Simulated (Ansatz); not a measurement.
The cluster Ge₂Se₃⁻, relaxed as a doublet with UKS r2SCAN-D4/def2-SVPD in Ansatz, starting from the GFN2-xTB geometry. Force threshold 0.02 eV/Å.

The relaxation made no stability test and no search for a lower SCF solution. The structure comes from a short search, and lower isomers may exist.

Start:

```xyz
5

Ge   -1.341   -0.962   -1.070
Ge    0.824    0.870    0.389
Se    0.941   -0.689   -1.724
Se   -1.784    1.070    0.106
Se    1.360   -0.289    2.299
```

(1) Estimate the energy that the relaxation releases and the steps that it takes.

(2) Does the start keep its bonding and symmetry?

(3) Predict the relaxed structure.

Results:

(1) 25.8 kJ/mol, in 11 steps; 1.9 min on 4 threads of Arm Neoverse V1 on a shared host. No frequencies were taken in this run, so the end may be a saddle point.

(2) By distances, no bond broke or formed. The bond that changes most is Ge2–Se4, from 2.63 to 2.49 Å (atoms count from 1). The end is the same structure that another start reached. Point group Cs at the start, Cs at the end, both within 0.05 Å.

(3) 
Cartesian coordinates in Å:
```
Ge -1.496 -0.569 -1.678
Ge 0.733 0.672 0.445
Se 0.847 -0.930 -1.456
Se -1.749 0.747 0.289
Se 1.665 0.080 2.400
```
Bond lengths: 5 × Ge–Se 2.25 to 2.49 Å.
